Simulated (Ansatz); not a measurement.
One change: `[CH3][In]([NH2])[O][SiH3]` becomes `[NH2][In]([Cl])[O][SiH3]`.

Ansatz, PBE0-D4/def2-TZVP geometries, multiplicity 1. Each molecule was computed in one conformer, which needn't be the lowest.

Elements past krypton have def2 core potentials.

| property | `[CH3][In]([NH2])[O][SiH3]` |
| --- | --- |
| HOMO energy (PBE0/def2-TZVPP) / eV | -7.26 |
| size of the dipole moment (ωB97M-V/def2-TZVPP) / D | 3.58 |
| HOMO energy (ωB97M-V/def2-TZVPP) / eV | -9.63 |
| size of the dipole moment (B3LYP/def2-TZVPP) / D | 3.57 |
| size of the dipole moment (PBE/def2-TZVPP) / D | 3.54 |
| HOMO–LUMO gap (PBE/def2-TZVPP) / eV | 4.18 |

Q: What does the change do to each property? (An estimate is asked.)

A: Ansatz gave: 
| property | `[NH2][In]([Cl])[O][SiH3]` | shift |
| --- | --- | --- |
| HOMO energy (PBE0/def2-TZVPP) / eV | -8.06 | -0.80 |
| size of the dipole moment (ωB97M-V/def2-TZVPP) / D | 2.92 | -0.66 |
| HOMO energy (ωB97M-V/def2-TZVPP) / eV | -10.41 | -0.78 |
| size of the dipole moment (B3LYP/def2-TZVPP) / D | 2.93 | -0.64 |
| size of the dipole moment (PBE/def2-TZVPP) / D | 2.97 | -0.57 |
| HOMO–LUMO gap (PBE/def2-TZVPP) / eV | 3.81 | -0.37 |

With PBE0 the HOMO falls by 0.80 eV and the LUMO falls by 1.08 eV, so the gap narrows by about 0.28 eV. PBE moves the HOMO by -0.78 eV and ωB97M-V by -0.78 eV. Dipoles are sizes alone; their direction can turn.

B3LYP here is the variant with VWN-RPA as its local correlation; programs differ in this.
